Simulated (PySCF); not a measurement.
# Spinor energies of In³⁹⁺ (indium, charge +39)

Start: [Ne]. Calculated with PySCF 2.14 in an uncontracted even-tempered set (17 s from 4.3 bohr⁻², ratio 2.6; 13 p from 5.6 bohr⁻², ratio 2.6; 6 d from 5.8 bohr⁻², ratio 2.8; 3 f from 140 bohr⁻², ratio 2.8): generalised Hartree-Fock with the X2C-1e Hamiltonian and a Gaussian nucleus; spin-orbit coupling (SO) screened by Boettger's factors.

| spinor shell | electrons | ε, screened SO (eV) | weight of nominal j (screened SO) | rms radius, screened SO (bohr) |
| --- | --- | --- | --- | --- |
| 1s1/2 | 2 | -30569.1 | 1.000 | 0.0340 |
| 2s1/2 | 2 | -6614.8 | 1.000 | 0.136 |
| 2p1/2 | 2 | -6347.5 | 1.000 | 0.117 |
| 2p3/2 | 4 | -6125.8 | 1.000 | 0.122 |

| quantity | screened SO |
| --- | --- |
| E (hartree) | -4513.83327 |
| M_J | 0 |
| ⟨J²⟩ | 0.000 |
| ⟨L²⟩ | 0.006 |
| ⟨S²⟩ | 0.006 |

Breit and QED terms are absent; they matter most for the inner s and p1/2 levels.

Densities and radii are taken from the X2C orbitals without a picture-change correction, which distorts them close to the nucleus.
